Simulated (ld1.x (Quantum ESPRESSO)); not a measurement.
An all-electron radial function and its pseudo partner (argon (Ar))

Columns: radius, all-electron u(r) and pseudo u(r) of the 3s shell (level -24.06 eV) of argon in the configuration [Ne] 3s2 3p6; PBE, non-relativistic, TM scheme, ld1.x (Quantum ESPRESSO) 7.5.

```json
{"r (bohr)": "0.062", "all-electron": "0.2241", "pseudo": "0.0470"}
{"r (bohr)": "0.125", "all-electron": "-0.0525", "pseudo": "0.0938"}
{"r (bohr)": "0.188", "all-electron": "-0.3164", "pseudo": "0.1389"}
{"r (bohr)": "0.250", "all-electron": "-0.4459", "pseudo": "0.1807"}
{"r (bohr)": "0.312", "all-electron": "-0.4502", "pseudo": "0.2201"}
{"r (bohr)": "0.375", "all-electron": "-0.3621", "pseudo": "0.2585"}
{"r (bohr)": "0.438", "all-electron": "-0.2181", "pseudo": "0.2970"}
{"r (bohr)": "0.500", "all-electron": "-0.0509", "pseudo": "0.3380"}
{"r (bohr)": "0.562", "all-electron": "0.1213", "pseudo": "0.3855"}
{"r (bohr)": "0.625", "all-electron": "0.2880", "pseudo": "0.4440"}
{"r (bohr)": "0.688", "all-electron": "0.4383", "pseudo": "0.5148"}
{"r (bohr)": "0.750", "all-electron": "0.5663", "pseudo": "0.5951"}
{"r (bohr)": "0.812", "all-electron": "0.6732", "pseudo": "0.6801"}
{"r (bohr)": "0.875", "all-electron": "0.7606", "pseudo": "0.7612"}
{"r (bohr)": "0.938", "all-electron": "0.8274", "pseudo": "0.8274"}
{"r (bohr)": "1.000", "all-electron": "0.8746", "pseudo": "0.8746"}
{"r (bohr)": "1.062", "all-electron": "0.9055", "pseudo": "0.9055"}
{"r (bohr)": "1.125", "all-electron": "0.9223", "pseudo": "0.9223"}
{"r (bohr)": "1.188", "all-electron": "0.9267", "pseudo": "0.9267"}
{"r (bohr)": "1.250", "all-electron": "0.9209", "pseudo": "0.9209"}
{"r (bohr)": "1.312", "all-electron": "0.9069", "pseudo": "0.9069"}
{"r (bohr)": "1.375", "all-electron": "0.8860", "pseudo": "0.8860"}
{"r (bohr)": "1.438", "all-electron": "0.8598", "pseudo": "0.8598"}
{"r (bohr)": "1.500", "all-electron": "0.8302", "pseudo": "0.8302"}
{"r (bohr)": "1.562", "all-electron": "0.7979", "pseudo": "0.7979"}
{"r (bohr)": "1.625", "all-electron": "0.7631", "pseudo": "0.7631"}
```

Q: How many radial nodes do the two functions have?

A: The all-electron 3s function has n − l − 1 = 2; the pseudo-wave has 0, since the states of the same l below it are removed with the core.

Q: At about which radius was the pseudo-wave matched?

A: 0.95 bohr, where the columns begin to agree (steps of 0.06 bohr).

Q: Where does each function peak?

A: Outermost all-electron maximum near 1.19 bohr, pseudo maximum near 1.19 bohr (to the table’s step).

Q: Is the pseudo-wave norm-conserving?

A: Yes: the TM scheme keeps the norm inside the radius equal to the all-electron one, which fixes the energy derivative of the logarithmic derivative at the level.
